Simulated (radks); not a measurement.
Results of a calculation; reference values are marked as such.
N6+, configuration 1s1. Code: a radial shooting solver on a logarithmic mesh with Libxc functionals. Model: scalar-relativistic Kohn-Sham, HCTH/407, spin-polarised, spherical densities, point nucleus; open shells are filled with parallel spins first.

Radial electron density D(r) = 4 pi r^2 rho(r):

r (bohr),D(r) (e/bohr)
0.01525,0.2590
0.01775,0.3388
0.02067,0.4406
0.02406,0.5692
0.02801,0.7296
0.03261,0.9268
0.03796,1.165
0.0442,1.446
0.05145,1.770
0.05942,2.110
0.06917,2.494
0.08053,2.881
0.09375,3.244
0.1091,3.543
0.1271,3.735
0.1479,3.779
0.1722,3.645
0.2005,3.326
0.2315,2.872
0.2695,2.286
0.3138,1.667
0.3653,1.099
0.4252,0.6449
0.495,0.3314
0.5763,0.1464
0.6709,0.05414
0.781,0.01621

D(r) has 1 maximum, at r = 0.143 bohr.
